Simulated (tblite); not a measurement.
Here is a computed GFN2-xTB geometry (Å):
```
C 
C   1  1.5018
C   2  1.3902  1  116.98
C   3  1.3763  2  124.89  1  -179.95
P   4  1.7265  3  124.61  2    -0.00
C   5  1.7484  4  100.40  3    -0.04
C   6  1.5039  5  113.55  4  -179.94
C   6  1.3936  5  125.81  4     0.04
Si  8  1.9018  2  121.18  1    -0.01
H   1  1.0878  2  110.56  3    -0.02
H   1  1.0889  2  110.79  3   119.96
H   1  1.0889  2  110.80  3  -120.00
H   3  1.0838  2  117.66  1     0.02
H   4  1.0833  3  118.65  2   179.99
H   7  1.0893  6  111.08  5   119.86
H   7  1.0893  6  111.12  5  -120.11
H   7  1.0899  6  110.11  5    -0.10
H   9  1.4665  8  108.63  2   119.71
H   9  1.4611  8  114.40  2    -0.16
H   9  1.4664  8  108.65  2  -120.02
```
Z-matrix in Å and degrees, rows numbered from 1.

Neutral, closed shell.

(1) Which heavy atoms are bonded, and with what formal order?

(2) Which species is it?

(3) Name the point group.

(4) Which rings does it hold (smallest set)?

(5) Describe the place of each heavy atom.

(6) What is the arrangement about P5?

(7) What is the arrangement about Si9?

## Answers

(1) C1–C2 (single); C2–C3 (aromatic); C3–C4 (aromatic); C4–P5 (aromatic); P5–C6 (aromatic); C6–C7 (single); C6–C8 (aromatic); C8–Si9 (single); C2–C8 (aromatic). Hydrogens: H10, H11, H12 on C1; H13 on C3; H14 on C4; H15, H16, H17 on C7; H18, H19, H20 on Si9. The orders are those of one drawing; other resonance forms can be drawn.

(2) `Cc1ccpc(C)c1[SiH3]`, C7H11PSi. Among its features: Si–H bond and C–Si bond.

(3) Cs (every atom within 0.08 Å of its image).

(4) C2–C3–C4–P5–C6–C8 (6 members, 0.00 Å rms from planarity).

(5) C1: benzylic-type carbon; C2: substituted aromatic carbon; C3: aromatic CH carbon; C4: aromatic CH carbon; P5: phosphorus bonded to 2 C; C6: substituted aromatic carbon; C7: benzylic-type carbon; C8: substituted aromatic carbon; Si9: SiH3 silicon.

(6) It has 2 neighbours (C4, C6) and is bent (angle 100.4°).

(7) It has 4 neighbours (C8, H18, H19, H20) and is distorted tetrahedral (angles from 107.3° to 114.4°).
